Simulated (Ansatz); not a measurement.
Mulliken charges of `C=C([SeH])[SiH2]F` from ωB97M-V/def2-TZVPP in Ansatz (PBE0-D4/def2-TZVP geometry).

```csv
atom,x (Å),y (Å),z (Å),charge (e)
C1,-0.339,-0.032,1.650,-0.209
C2,0.203,-0.253,0.455,-0.163
Se3,1.701,-1.423,0.260,-0.027
Si4,-0.280,0.646,-1.090,0.492
F5,-1.610,1.491,-0.810,-0.317
H6,-0.017,-0.551,2.548,0.113
H7,-1.138,0.694,1.762,0.117
H8,1.340,-1.874,-1.093,0.064
H9,-0.564,-0.332,-2.169,-0.042
H10,0.787,1.582,-1.511,-0.030
```

Question: By hand: the dipole of these point charges (1 e Å = 4.8032 D).

Answer: Σ q r = (0.315, -0.203, -0.145) e Å, of length 0.402 e Å = 1.93 D.

Question: How does the dipole of the full density compare? (Estimate.)

Answer: Computed: (0.071, -0.105, 0.034) e Å, 0.63 D; the point charges give 3.06 times that, at 43° from its direction.

Point charges leave out the atoms' own dipoles, such as those of lone pairs, and Mulliken's split depends on the basis, so the two needn't agree.
